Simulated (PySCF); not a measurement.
Compound: C6H9ClSi.
Numbering: `[Cl:1][CH2:2][CH2:3][SiH:4]1[CH:5]=[CH:6][CH:7]=[CH:8]1`

Geometry (GFN2-xTB, Å), atoms numbered from 1 in this order:
```
atom  x, y, z in Å
Cl1    2.373    1.892   -0.131
C2     2.710    0.149   -0.005
C3     1.498   -0.645   -0.437
Si4   -0.075   -0.028    0.455
C5    -1.530   -1.215    0.268
C6    -2.528   -0.580   -0.355
C7    -2.273    0.797   -0.751
C8    -1.067    1.293   -0.451
H9     3.585   -0.049   -0.626
H10    2.954   -0.039    1.040
H11    1.683   -1.695   -0.213
H12    1.373   -0.562   -1.517
H13    0.221    0.298    1.855
H14   -1.621   -2.233    0.605
H15   -3.487   -1.026   -0.580
H16   -3.046    1.354   -1.262
H17   -0.777    2.300   -0.696
```

NICS = −σ at a ghost point: NICS(0) at the centroid of the ring atoms, NICS(1) 1 Å to either side along the normal of their mean plane, zz for the tensor component along that normal. Level: GIAO PBE0/pcSseg-1 (PySCF, non-relativistic, gas phase) on the GFN2-xTB geometry, one conformer.

Ring bond lengths (Å), with Mayer bond orders in brackets: Si4–C5 1.888 (0.87), C5–C6 1.337 (1.85), C6–C7 1.455 (1.08), C7–C8 1.338 (1.84), C8–Si4 1.884 (0.88).

Task: What do the NICS probes read (ppm)?

Result: 
| ring | type | NICS(0) | NICS(1), two faces | NICS(1)zz, two faces | rms pucker (Å) | centre to ring atoms, mean (Å) |
| --- | --- | --- | --- | --- | --- | --- |
| Si4–C5–C6–C7–C8 | 5-membered ring with Si; formal bonds 2 double, 3 single | 1.6 | -1.5 / -1.4 | 2.3 / 1.7 | 0.01 | 1.34 |

Task: What do they say, and how far can they be read as aromaticity?

Result: 
- Si4–C5–C6–C7–C8: mean NICS(1)zz 2.0 ppm, near zero. Si4 has four or more neighbours, so the value isn't read as a sign of a π ring current.

Task: At the first NICS(1) probe listed for ring Si4–C5–C6–C7–C8, 1 Å off the ring, how large is the induced field along the normal in 11.7 T applied along it?

Result: NICSzz × B0 = 2.3 ppm × 11.7 T = 27 μT, along the applied field.

Task: Give the inner angles of the rings and the Hirshfeld charges of the ring atoms.

Result: 
- Si4–C5–C6–C7–C8: Si4 89.3° (+0.337 e), C5 108.8° (-0.152 e), C6 116.4° (-0.044 e), C7 116.6° (-0.045 e), C8 108.8° (-0.150 e); sum 540.0° against 540° for a flat convex ring.

Task: How shielded are the nuclei of the rings and their hydrogens (means over atoms taken as equivalent)?

Result: 
```csv
atoms,environment,σ isotropic (ppm)
Si4,SiH silicon,366.9
C5 (×2),alkene CH carbon,48.1
C6 (×2),alkene CH carbon,31.7
H13,Si–H hydrogen,26.98
H14 (×2),vinylic hydrogen,25.41
H15 (×2),vinylic hydrogen,24.50
```
